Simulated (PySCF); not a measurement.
Input file for PySCF: R-M06-2X/LANL2DZ on FH5HfO4 (SMILES [OH][Hf]([OH])([OH])(<-[OH2])[F]), 2S+1 = 1, a spin state set in the input, which need not be the lowest.

```python
from pyscf import gto, scf, dft, mp
from pyscf.data.elements import chemcore

mol = gto.M(
    atom='''
    Hf   -0.01598285   -0.55068787   -0.02843170
    F     1.75346723   -0.83576379   -0.81619026
    O    -0.03900298   -0.44131341    1.92465958
    H     0.15057218    0.19308321    2.61483518
    O    -1.14749505    0.78421072   -1.00673850
    H    -1.98086061    0.63694246   -1.45723414
    O    -0.94349465   -2.20784521   -0.40313020
    H    -1.31819608   -3.07789629   -0.29693631
    O     1.04706326    1.64634427    0.08100658
    H     0.41562492    2.10232048   -0.49885191
    H     1.89040995    1.59587662   -0.38680479
    ''',
    basis='lanl2dz',
    ecp={'Hf': 'lanl2dz'},
    charge=0, spin=0, verbose=3, max_memory=1800)
mf = dft.RKS(mol, xc='m062x')
mf.conv_tol = 1e-8
mf.max_cycle = 100
mf.kernel()
if not mf.converged:
    mf = mf.newton().run(mf.mo_coeff, mf.mo_occ)
```

Output:

```
converged SCF energy = -452.742940335786
```

The run converged.

Cost: around 10 core-seconds (rough).
